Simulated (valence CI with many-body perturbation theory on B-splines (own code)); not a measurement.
The numbers below are computed, except where a source is named.
# Al7+: magnetic and hyperfine properties of the levels

Method: valence CI with perturbative core correlation (CI+MBPT): four valence electrons over a frozen Dirac-Fock core [He], a basis of 11 s, 11 p, 9 d, 7 f, 5 g, 2 h, 1 i functions for each j, with the one-electron correlation potential Σ1, the two-electron term Σ2, the three-electron term Σ3, Breit, model QED; selected CI, second order for the rest, scaled by the run's own slope (own B-spline code, finite nucleus).

No measured spectrum was set against this ion. As an estimate, levels hold to about 100 cm⁻¹ or 0.05 % of their energy and the worst to 300 or 400 cm⁻¹, as in measured light ions of charge 2 to 7. Among the levels kept, up to 270 cm⁻¹ of a level comes from second order outside the variational space, and about a tenth of that is noise between levels of different J, which matters for small intervals.

A/g_I is the dipole constant over the nuclear g factor μ/I (μ in nuclear magnetons, uniformly magnetised nucleus), B/Q the quadrupole constant per barn. Both hold the static response of the core; the bare values leave it out. Large factors of s and p1/2 electrons are usually good to 5 to 10 %; those of open d and f shells near neutrality can be off by tens of per cent, and small factors of p3/2, d and f electrons come from cancelling terms and can be off by a factor of two or in sign, in half-filled shells by more. B is blank for J = 1/2, where it vanishes, and for nearly pure S terms. Energies count from the lowest level. Levels with J = 0 are left out.

Names give the largest LS component (configuration and term), which can be under half, so a name can repeat, a term be missing and a line seem to break the LS rules; names also repeat where a configuration has a term twice.

| Level | E (cm⁻¹) | g | A/g_I (MHz) | A/g_I bare | B/Q (MHz/b) | B/Q bare |
| --- | --- | --- | --- | --- | --- | --- |
| 2s2 2p2 3P_1 | 1708 | 1.500 | -87.5 | 410 | 2300 | 2320 |
| 2s2 2p2 3P_2 | 4410 | 1.499 | 3050 | 3490 | -4590 | -4640 |
| 2s2 2p2 1D_2 | 46837 | 1.001 | 4700 | 4700 | 9070 | 9160 |
| 2s 2p3 5S°_2 | 133620 | 2.001 | 10900 | 11200 |  |  |
| 2s 2p3 3D°_3 | 262180 | 1.333 | 11300 | 11100 | -75.1 | -79.4 |
| 2s 2p3 3D°_2 | 262290 | 1.167 | 6570 | 6490 | 839 | 846 |
| 2s 2p3 3D°_1 | 262390 | 0.500 | -7580 | -7220 | 411 | 415 |
| 2s 2p3 3P°_1 | 309170 | 1.499 | 16100 | 15700 | -485 | -491 |
| 2s 2p3 3P°_2 | 309220 | 1.499 | 13100 | 12800 | -789 | -795 |
| 2s 2p3 1D°_2 | 397280 | 1.000 | 4760 | 4760 | -170 | -162 |
| 2s 2p3 3S°_1 | 404430 | 1.998 | -12300 | -10200 |  |  |
| 2s 2p3 1P°_1 | 444890 | 1.003 | 4650 | 4660 | 138 | 134 |
| 2p4 3P_2 | 608180 | 1.499 | 1910 | 2690 | 4280 | 4320 |
| 2p4 3P_1 | 611310 | 1.500 | -905 | -73.6 | -2140 | -2160 |
| 2p4 1D_2 | 647490 | 1.001 | 4780 | 4780 | -8720 | -8810 |
| 2s2 2p 3s 3P°_1 | 1320300 | 1.488 | 9780 | 9680 | -2280 | -2310 |
| 2s2 2p 3s 3P°_2 | 1323900 | 1.500 | 4860 | 4990 | 4890 | 4940 |
| 2s2 2p 3s 1P°_1 | 1335200 | 1.011 | 3460 | 3630 | 4720 | 4770 |
| 2s2 2p 3p 1P_1 | 1383600 | 0.968 | 4960 | 4890 | -2690 | -2720 |
| 2s2 2p 3p 3D_1 | 1390200 | 0.543 | 4890 | 4600 | 1710 | 1720 |
| 2s2 2p 3p 3D_2 | 1391500 | 1.168 | 3510 | 3580 | 2600 | 2620 |
| 2s2 2p 3p 3D_3 | 1394600 | 1.334 | 1770 | 1970 | 6030 | 6090 |
| 2s2 2p 3p 3S_1 | 1401800 | 1.963 | -574 | 13.8 |  |  |
| 2s2 2p 3p 3P_1 | 1407800 | 1.526 | 1850 | 2180 | 1710 | 1730 |
| 2s2 2p 3p 3P_2 | 1409300 | 1.497 | 2770 | 3030 | -2660 | -2680 |
| 2s2 2p 3p 1D_2 | 1429600 | 1.002 | 3000 | 3010 | 5920 | 5980 |
| 2s 2p2 3s 5P_1 | 1465900 | 2.502 | 19900 | 19700 | -493 | -498 |
| 2s 2p2 3s 5P_2 | 1467500 | 1.834 | 11700 | 11600 | 4950 | 5000 |
| 2s2 2p 3d 3F°_2 | 1468600 | 0.774 | 3620 | 3490 | 590 | 602 |
| 2s 2p2 3s 5P_3 | 1469700 | 1.667 | 11700 | 11600 | -4970 | -5020 |
| 2s2 2p 3d 3F°_3 | 1471200 | 1.085 | 2040 | 2060 | 3070 | 3110 |
| 2s2 2p 3d 1D°_2 | 1471900 | 0.900 | 524 | 459 | -2260 | -2280 |

(1) Take the isotope of mass number 27, with I = 5/2, μ = 3.6407 μN and Q = 0.1466 b. What is the hyperfine structure of 2s 2p3 3D°_2?

Results:

(1) From the table A = 9570 MHz, B = 123 MHz. Shifts from the centre of gravity in MHz: F = 1/2: -66900, F = 3/2: -52600, F = 5/2: -28700, F = 7/2: 4730, F = 9/2: 47900.
